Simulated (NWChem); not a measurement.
System: C2H6F2Si; SMILES FC[SiH2]CF

```xyz
11

F      1.8476     0.3617    -0.9448
C      1.3709    -0.6748    -0.1619
Si     0.0000     0.0000     0.9644
C     -1.3709     0.6748    -0.1619
F     -1.8476    -0.3617    -0.9448
H      0.9670    -1.4645    -0.8201
H      2.2077    -1.1132     0.4097
H     -0.5294    -1.1059     1.8183
H      0.5294     1.1059     1.8183
H     -2.2077     1.1132     0.4097
H     -0.9670     1.4645    -0.8201
```
Atoms are numbered in this order, from 1.

Results from NWChem. Structure relaxed at the PBE0/def2-SVP level. GIAO values for the isolated, static molecule; σ is the absolute isotropic shielding, δ = σ(reference) − σ with the isolated reference molecule computed at the same levels (13C: tetramethylsilane, 19F: trichlorofluoromethane, 1H: tetramethylsilane, 29Si: tetramethylsilane).

Problem. What does the run give for BHandHLYP/pcSseg-1? Quantities: δ F1 (ppm); δ C2 (ppm); δ Si3 (ppm); δ H6 (ppm); δ H7 (ppm); δ H8 (ppm).

Solution. 
* **δ F1 (ppm)**: -278.6
* **δ C2 (ppm)**: 70.8
* **δ Si3 (ppm)**: -41.7
* **δ H6 (ppm)**: 4.79
* **δ H7 (ppm)**: 4.56
* **δ H8 (ppm)**: 3.92
